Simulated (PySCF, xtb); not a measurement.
W(OH)3(H)3 (H₆O₃W), SMILES [OH][WH3]([OH])[OH], multiplicity 1.

GFN2-xTB (xtb) at its own geometry gives an orbital gap of 5.07 eV and a dipole moment of 3.28 D.

Geometry: B3LYP-D3(BJ)/def2-SVP. The spin state was assumed, not searched. The structure was generated by enumeration; whether it is a known compound was not checked. The def2 effective core potentials stand for the cores of W; spin–orbit coupling is left out. Other conformers were not sampled.

Problem. What does PySCF with PBE/def2-TZVP give? (An estimate is asked for; the answer gives what the named calculation found.)

Solution. gap 4.56 eV (levels -6.47 and -1.91 eV), dipole 0.44 D.
